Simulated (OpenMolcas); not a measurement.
An OpenMolcas run meant for Sm²⁺ (ANO-RCC-VDZP, DKH2; inactive shells 1s 2s 2p 3s 3p 3d 4s 4p 4d 5s 5p; intended active space 6 electrons in 7 orbitals (4f)). One step of its input:

```
&CASPT2
Multistate=7 1 2 3 4 5 6 7
Frozen=14 9
IPEA=0.25
Imaginary=2.0
MaxIter=60
WThr=0.0 0.3 0.05
PrWF=0.5
NoMix
```

The run finished. Its levels beside those of a sound run (SS-CASPT2, IPEA 0.25 Eh, imaginary shift 0.1 Eh (closed shells correlated: 5s 5p)), in cm⁻¹ above each run's lowest level:

```csv
Level,This run,Usual run
4f⁶ ⁷F₀,0.0,0.0
4f⁶ ⁷F₁,282,295
4f⁶ ⁷F₂,805,840
4f⁶ ⁷F₃,1509,1564
4f⁶ ⁷F₄,2332,2397
4f⁶ ⁷F₅,3239,3303
4f⁶ ⁷F₆,4228,4283
4f⁶ ⁵D₀,17716,16205
4f⁶ ⁵D₁,18376,16850
4f⁶ ⁵D₂,19748,18198
4f⁶ ⁵D₃,21924,20351
4f⁶ ⁵D₄,25016,23434
4f⁶ ⁵G₃,25566,24513
4f⁶ ⁵G₄,25588,24556
```

Task: Which setting is unsound, and how much does it matter here?

Result: The level shift is far above the usual 0.1 to 0.3 hartree and damps the second-order energy. Against the sound run the excited levels shown move by 780 cm-1 on average and by 1600 cm-1 at most.

CASPT2 does not keep the components of a term degenerate, so their means are used; among the terms shown or strongly mixed into the levels shown the widest spread is 150 cm-1 (4f⁶ ⁷F, the sound run). High states are left out of the spin-orbit mixing, which shifts the levels that they would mix with. Only configurations of the active space appear.
